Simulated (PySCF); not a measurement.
# Spin–spin coupling constants

Cartesian coordinates in Å; atom numbers follow the order of the lines, from 1:
```xyz
13

Ti   -0.0038    0.0032    0.0016
N     0.0211   -0.0682    2.1813
H    -0.3956    0.7794    2.5680
H     0.9827   -0.1460    2.5162
H    -0.5086   -0.8767    2.5086
N    -0.0127    0.0558   -2.1782
H     0.5086    0.8664   -2.5136
H    -0.9701    0.1122   -2.5284
H     0.4217   -0.7925   -2.5433
Br    2.4335   -0.1163   -0.0789
Br   -2.4371    0.1265    0.0903
Br    0.1179    2.4376    0.0773
Br   -0.1269   -2.4334   -0.0787
```

Indirect spin–spin couplings were computed at PBE/pcJ-1 (pcSseg-1 on Br, pcSseg-1 on Ti) (spin–dipole term only in couplings to heteroatoms) (PySCF) on a PBE0-D3(BJ)/def2-SVP structure, for the isolated molecule, without vibrational or relativistic corrections. Couplings are averaged over pairs made equivalent by symmetry, fast rotation or ring inversion, so a value needn't be that of the named pair in this geometry, while other rotamers aren't included; one pair stands for each set, and the list holds those of at least 0.8 Hz over up to four bonds.

Isotopes: ¹⁵N, ¹H.

```csv
pair,bonds,J (Hz)
"N2, H3",1,-65.9
"N2, N6",2,?
"H3, H4",2,?
```

Q: Estimate the withheld couplings, with signs.

A: 
- ²J(N2,N6) = 3.8 Hz (angle at Ti1 179°)
- ²J(H3,H4) = -7.9 Hz

Relativistic effects of the heavier atoms present are left out.
